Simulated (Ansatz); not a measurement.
The first iterations of a band of F2GeH2 (5 atoms, charge 0, multiplicity 1).

The calculation used RKS B3LYP/def2-SVPD in Ansatz.

```json
{
 "movable images": "5",
 "climbing image": "yes",
 "spring": "5.0 eV/Å²",
 "optimiser": "quadratic models (default)",
 "start path": "through a guess of the saddle point",
 "force threshold": "0.5 eV/Å",
 "iteration limit": "60",
 "end points": "relaxed"
}
```

Image 0:

```xyz
5
Properties=species:S:1:pos:R:3
Ge 0.332 0.000 0.235
H 0.183 0.000 1.756
H 1.717 0.000 -0.412
F -0.539 1.389 -0.381
F -0.539 -1.389 -0.381
```

Image 6:

```xyz
5
Properties=species:S:1:pos:R:3
Ge -0.167 0.031 -1.171
H 1.310 0.067 1.499
H 1.970 -0.059 1.142
F -1.001 1.314 -0.268
F -0.959 -1.353 -0.386
```

| iteration | highest image above the first end (eV) | largest band force component (eV/Å) |
| --- | --- | --- |
| 1 | 5.740 | 10.228 |
| 2 | 4.380 | 4.984 |
| 3 | 3.509 | 1.780 |

Problem. Does the band converge within its limit, and where does its top end?

Solution. The run converged. It ended after 9 iterations with the highest image 3.282 eV above the first end. The threshold of 0.5 eV/Å is loose, so the images may lie well off the minimum-energy path. Neighbouring images differ by up to 2.3 eV, so the band resolves the path poorly. The order of the stationary point at the top wasn't checked. The orbitals stay closed-shell, which can raise the energy where a bond breaks towards radicals; this wasn't checked here.

The run took 3 min on 2 threads of Intel(R) Xeon(R) Platinum 8259CL CPU @ 2.50GHz (Skylake/Cascade Lake), with other jobs on the host, peak memory 0.24 GiB.
